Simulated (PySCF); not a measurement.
Molecule: `InChI=1S/C5H6O2/c1-6-5-2-3-7-4-5/h2-4H,1H3`.

Cartesian coordinates in Å; atom numbers follow the order of the lines, from 1:
```xyz
13

C    -2.2015   -0.0083   -0.0011
O    -1.1135    0.8250   -0.3204
C     0.1146    0.2888   -0.1195
C     1.3292    0.9985   -0.3392
C     2.3234    0.1271   -0.0255
O     1.8254   -1.0520    0.3676
C     0.4767   -0.9567    0.3109
H    -2.2053   -0.9119   -0.6193
H    -2.1794   -0.2983    1.0545
H    -3.0983    0.5749   -0.2015
H     1.4177    2.0073   -0.6819
H     3.3902    0.2290   -0.0391
H    -0.0834   -1.8230    0.5969
```

Frames of a GFN2-xTB Langevin trajectory at 600 K; GIAO PBE0/pcSseg-1 shieldings in PySCF 2.14, gas phase, non-relativistic; equivalent atoms averaged within each frame.

Referencing at the same level of theory: $^{13}$C (186.93 ppm), $^{1}$H (31.72 ppm) vs TMS; H2O for $^{17}$O (336.08 ppm). The references are static minima.

Problem. How do the shifts (ppm) fluctuate along the trajectory?

Solution. 
```
         time (fs)     C3     C5     C7     C4    C1     O6     O2   H11   H12   H13
optimised geometry  159.6  146.6  125.2  110.8  58.4  270.2   74.2  6.45  7.33  7.00
               250  174.7  136.2  127.4  113.4  51.8  261.4   76.2  7.38  6.93  6.73
               425  158.8  159.6  136.7  119.0  68.2  292.7   28.7  6.91  7.99  7.86
               625  159.0  139.1  125.8  106.8  53.1  275.1   60.7  5.65  7.69  7.97
               800  176.3  156.6  133.5  109.1  66.1  284.3  105.3  6.18  7.87  8.00
              1000  161.5  150.9  127.0  111.0  60.4  280.1   78.5  6.79  8.10  8.61
    mean of frames  166.1  148.5  130.1  111.9  59.9  278.7   69.9  6.58  7.72  7.84
standard deviation    8.7   10.4    4.7    4.7   7.4   11.6   28.0  0.67  0.47  0.68
```

5 frames give an uncertainty of the mean of about the standard deviation over 2.2 at best, since frames this close in time may not be independent; classical motion lacks zero-point vibration, and the reference would need the same averaging.
